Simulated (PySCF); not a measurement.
Cl3OSi, SMILES [O][Si](Cl)(Cl)Cl (connectivity only; charge and spin as stated), charge -1, multiplicity 1.

Coordinates come from a B3LYP-D3(BJ)/def2-SVPD optimisation. The multiplicity is an assumed one; other spin states were not compared. The isomer is the one that the SMILES or the coordinates give; other isomers of the formula were not compared.

Level of theory: PBE/def2-SVPD run with PySCF.

Symmetry labels are those of the subgroup Cs that the program uses (full group C3v).

Computed valence orbital energies around the gap with their symmetry:
```tsv
orbital	symmetry	energy (eV)
HOMO−7	A"	-4.12
HOMO−6	A'	-4.12
HOMO−5	A"	-3.53
HOMO−4	A'	-3.53
HOMO−3	A'	-3.42
HOMO−2	A"	-3.25
HOMO−1	A'	-1.94
HOMO	A"	-1.94
LUMO	A'	2.58
LUMO+1	A'	3.95
LUMO+2	A'	3.99
LUMO+3	A"	3.99
```
